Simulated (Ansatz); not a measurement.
Born–Oppenheimer molecular dynamics of ClGeH3O (6 atoms, charge 0, multiplicity 1). It goes on from the last frame of an earlier run, with new velocities.

The calculation used Ansatz 0.2.0, RKS PBE0-D4/def2-SVP.

* ensemble: NVT, Langevin thermostat
* time step: 1 fs
* steps asked: 150
* set temperature: 3000 K
* friction: 0.01 /fs
* temperature schedule: 37 steps to 3000 K, then 113 steps to 9000 K
* seed: 833639

Frames 1 fs apart, positions in Å, forces in eV/Å.

Velocities at 0 fs (Å/ps):

```
Ge -3.01 8.43 4.13
H -11.63 -5.35 -0.65
Cl 10.62 -14.29 -10.25
O -6.64 -5.77 4.29
H 38.91 -28.23 -50.85
H -78.52 20.43 45.95
```

```xyz
6
Properties=species:S:1:pos:R:3:forces:R:3 time_fs=0 energy_less_start_eV=0.000 T=2500
Ge -0.188 -0.122 0.150 -0.59 1.75 -0.91
H 0.011 -0.116 1.642 0.03 0.03 0.36
Cl 1.679 0.305 -0.870 -0.02 -0.04 0.15
O -1.331 1.240 -0.236 0.69 -0.88 1.21
H -1.394 1.488 -1.153 0.12 -0.03 -0.60
H -0.714 -1.358 -0.495 -0.23 -0.82 -0.21
6
Properties=species:S:1:pos:R:3:forces:R:3 time_fs=1 energy_less_start_eV=0.020 T=2597
Ge -0.191 -0.113 0.154 -0.47 1.35 -0.91
H 0.002 -0.114 1.644 0.12 0.05 0.45
Cl 1.690 0.290 -0.880 -0.26 -0.11 0.24
O -1.336 1.232 -0.231 0.57 -0.04 -1.30
H -1.352 1.460 -1.207 0.09 -0.50 1.74
H -0.793 -1.342 -0.454 -0.06 -0.75 -0.21
6
Properties=species:S:1:pos:R:3:forces:R:3 time_fs=2 energy_less_start_eV=0.113 T=2369
Ge -0.194 -0.102 0.158 -0.43 0.73 -0.91
H -0.009 -0.107 1.650 0.19 0.06 0.43
Cl 1.700 0.275 -0.890 -0.48 -0.16 0.33
O -1.338 1.223 -0.226 0.57 0.49 -2.68
H -1.316 1.431 -1.242 -0.09 -0.61 2.94
H -0.875 -1.328 -0.424 0.23 -0.50 -0.11
6
Properties=species:S:1:pos:R:3:forces:R:3 time_fs=3 energy_less_start_eV=0.171 T=2146
Ge -0.196 -0.092 0.162 -0.50 0.10 -0.80
H -0.027 -0.103 1.665 0.25 0.06 0.26
Cl 1.710 0.261 -0.898 -0.67 -0.21 0.43
O -1.340 1.216 -0.224 0.60 0.75 -2.92
H -1.288 1.403 -1.245 -0.26 -0.48 3.01
H -0.960 -1.312 -0.402 0.58 -0.22 0.01
6
Properties=species:S:1:pos:R:3:forces:R:3 time_fs=4 energy_less_start_eV=0.183 T=1860
Ge -0.197 -0.084 0.166 -0.60 -0.45 -0.68
H -0.044 -0.103 1.679 0.30 0.07 0.12
Cl 1.720 0.248 -0.906 -0.86 -0.23 0.52
O -1.343 1.210 -0.224 0.62 0.76 -2.09
H -1.265 1.366 -1.220 -0.38 -0.15 2.02
H -1.040 -1.295 -0.383 0.92 0.00 0.11
6
Properties=species:S:1:pos:R:3:forces:R:3 time_fs=5 energy_less_start_eV=0.242 T=2088
Ge -0.197 -0.076 0.171 -0.61 -0.92 -0.54
H -0.053 -0.106 1.690 0.35 0.09 0.03
Cl 1.730 0.234 -0.915 -1.02 -0.25 0.60
O -1.344 1.202 -0.227 0.48 0.67 -0.23
H -1.247 1.318 -1.181 -0.37 0.31 -0.02
H -1.106 -1.275 -0.364 1.17 0.11 0.16
6
Properties=species:S:1:pos:R:3:forces:R:3 time_fs=6 energy_less_start_eV=0.421 T=2051
Ge -0.198 -0.067 0.175 -0.49 -1.34 -0.18
H -0.054 -0.108 1.709 0.35 0.12 -0.22
Cl 1.739 0.218 -0.925 -1.17 -0.24 0.68
O -1.344 1.194 -0.232 0.13 0.62 2.49
H -1.232 1.279 -1.141 -0.17 0.71 -2.94
H -1.160 -1.253 -0.340 1.36 0.12 0.16
6
Properties=species:S:1:pos:R:3:forces:R:3 time_fs=7 energy_less_start_eV=0.612 T=1904
Ge -0.201 -0.059 0.179 -0.28 -1.68 0.18
H -0.047 -0.108 1.726 0.34 0.16 -0.45
Cl 1.747 0.200 -0.933 -1.30 -0.23 0.74
O -1.345 1.188 -0.236 -0.20 0.81 4.16
H -1.225 1.249 -1.122 -0.01 0.86 -4.76
H -1.201 -1.230 -0.312 1.45 0.08 0.13
6
Properties=species:S:1:pos:R:3:forces:R:3 time_fs=8 energy_less_start_eV=0.600 T=1959
Ge -0.204 -0.050 0.183 0.06 -1.95 0.42
H -0.033 -0.110 1.736 0.32 0.20 -0.57
Cl 1.754 0.180 -0.942 -1.41 -0.21 0.79
O -1.346 1.184 -0.236 -0.13 1.33 2.27
H -1.219 1.220 -1.147 -0.28 0.68 -3.00
H -1.222 -1.207 -0.292 1.45 -0.05 0.09
6
Properties=species:S:1:pos:R:3:forces:R:3 time_fs=9 energy_less_start_eV=0.584 T=1773
Ge -0.208 -0.042 0.187 0.46 -2.12 0.53
H -0.015 -0.116 1.741 0.28 0.24 -0.64
Cl 1.762 0.161 -0.950 -1.51 -0.18 0.84
O -1.346 1.182 -0.236 0.05 1.76 -0.76
H -1.213 1.201 -1.196 -0.64 0.53 -0.02
H -1.226 -1.181 -0.282 1.36 -0.23 0.04
6
Properties=species:S:1:pos:R:3:forces:R:3 time_fs=10 energy_less_start_eV=0.679 T=1896
Ge -0.211 -0.034 0.189 0.89 -2.18 0.61
H 0.015 -0.124 1.745 0.20 0.29 -0.74
Cl 1.770 0.143 -0.960 -1.60 -0.15 0.89
O -1.346 1.184 -0.235 0.11 2.05 -2.84
H -1.217 1.191 -1.246 -0.83 0.45 2.09
H -1.224 -1.154 -0.279 1.22 -0.45 0.00
6
Properties=species:S:1:pos:R:3:forces:R:3 time_fs=11 energy_less_start_eV=0.776 T=1594
Ge -0.215 -0.026 0.191 1.34 -2.12 0.72
H 0.053 -0.131 1.751 0.09 0.34 -0.89
Cl 1.778 0.125 -0.969 -1.68 -0.12 0.92
O -1.346 1.189 -0.235 0.00 2.21 -3.68
H -1.240 1.188 -1.276 -0.78 0.40 3.00
H -1.218 -1.126 -0.274 1.03 -0.71 -0.07
```

Of the whole run (150 fs, mean temperature of the second half 3535 K): The schedule's set-point averaged 7009 K over the second half and the system 3535 K, so it lags behind the ramp. A run of 0.15 ps of so small a system gives no equilibrium averages.

The run took 5.7 min on 1 thread of Arm Neoverse V2, with other jobs on the host, peak memory 0.15 GiB.
